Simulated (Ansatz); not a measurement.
Cartesian coordinates in Å:
```
Cl 1.992 1.015 -0.134
Ge 0.382 -0.358 -1.625
C -0.999 0.384 -0.325
Al 0.371 -0.091 0.935
H 0.766 -1.443 -0.331
H -1.888 -0.254 -0.336
H -1.267 1.413 -0.555
H 0.643 -0.667 2.372
```

Charge 0, multiplicity 1. The bonds changed during the relaxation, so this is another structure than the one it started from.

Question: List the PBE/def2-TZVPP orbital energies in eV (Ansatz). (An estimate is asked.)

Answer: Computed: Occupied: -10804.90, -2739.11, -1506.83, -1338.18, -1191.65, -1191.61, -1191.55, -268.46, -249.67, -190.30, -190.28, -190.19, -162.70, -114.28, -114.13, -113.97, -107.08, -69.13, -69.06, -68.91, -30.04, -30.01, -29.89, -29.80, -29.79, -20.44, -16.72, -12.87, -10.35, -10.17, -8.59, -8.52, -8.30, -7.63, -7.24, -5.58. Lowest empty: -2.54, -1.65, -0.79, -0.30, 0.78, 1.42, 1.53, 1.90.
